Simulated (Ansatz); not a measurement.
```yaml
crystal:
  periodic: [false, false, false]
  atoms:
    - {symbol: C, position_ang: [-0.802529, 1.224876, -0.558168]}
    - {symbol: B, position_ang: [0.018689, -0.000335, -0.024033]}
    - {symbol: C, position_ang: [1.025643, 0.200395, 1.161073]}
    - {symbol: C, position_ang: [-0.194363, -1.430327, -0.631819]}
    - {symbol: H, position_ang: [-1.185602, 1.115261, -1.575030]}
    - {symbol: H, position_ang: [-0.266645, 2.174570, -0.472351]}
    - {symbol: H, position_ang: [-1.678863, 1.324588, 0.100093]}
    - {symbol: H, position_ang: [1.157828, -0.684473, 1.789433]}
    - {symbol: H, position_ang: [0.820020, 1.069624, 1.790776]}
    - {symbol: H, position_ang: [2.005876, 0.384682, 0.694457]}
    - {symbol: H, position_ang: [-0.455869, -1.431750, -1.692838]}
    - {symbol: H, position_ang: [-1.060263, -1.862454, -0.106959]}
    - {symbol: H, position_ang: [0.636477, -2.119259, -0.459834]}
basis:
  gaussian: {orbitals: "6-31G*", final_grid: {core_spheres: 20, valence_spheres: 16, degree: 47}}
hamiltonian: {xc: {name: PBE0}, dispersion: d4}
accuracy: high
```

```sh
$ ansatz run in.yaml --threads 4 --pin off --events-out ev --progress --plain --max-ram 10444MiB
```

Shortened log:

```
Functional definition: PBE0
1939 factors; integrals over basis functions are off by at most 3.3e-9 eV
mean field evaluation 1: about -3921.6511 eV, gradient 5.8e1 eV
mean field evaluation 2: about -3921.3390 eV, gradient 5.7e1 eV
mean field evaluation 4: about -3929.5520 eV, gradient 9.0e-1 eV
mean field evaluation 8: about -3929.5422 eV, gradient 3.5e-3 eV
mean field evaluation 16: about -3929.5422 eV, gradient 2.4e-7 eV
mean field -3929.54222603 eV, -144.4080132671 hartree, gradient 5.1e-9 eV, S^2 0.000000; 0 other end points of the search recorded, 0 dependent functions left out
reference -3929.54222795 eV, -144.4080133379 hartree; 16, 16 occupied and 62, 62 virtual orbitals, 1939 factors
Total energy: -3929.71052556 eV, -144.4141981607 hartree
```

Run time 0.9 s (4 threads of an Intel Xeon 6975P-C on a shared host); peak host memory 0.42 GiB.
